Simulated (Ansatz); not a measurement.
TiSe2⁺ (the lowest doublet isomer of a short search) was relaxed with PBE0-D4 (def2-TZVP) in Ansatz in these states: charge +1 doublet, charge +1 quartet. The geometries follow in no particular order.

A:

Cartesian coordinates in Å:
```
Ti 1.403 -0.033 0.486
Se -0.622 -1.072 -0.547
Se -0.781 1.106 0.061
```

B:

Cartesian coordinates in Å:
```
Ti 0.7708 0.6250 0.3137
Se 0.1324 -1.4345 0.8055
Se -0.9033 0.8096 -1.1192
```

**Question.** Judge from the bond lengths which geometry belongs to which state (an estimate).

**Answer.** A is the charge +1 quartet (Ti1–Se3 2.499 Å, Ti1–Se2 2.499 Å); B is the charge +1 doublet (Ti1–Se3 2.211 Å, Ti1–Se2 2.212 Å).

At PBE0-D4/def2-TZVP the charge 1 doublet is spin-contaminated (final ⟨S²⟩ up to 0.90, 0.75 for a pure state). At PBE0-D4/def2-TZVP a quartet lies 0.36 eV below the charge +1 doublet. These are the stationary points nearest to one start from a short search; other shapes may lie lower in each state.
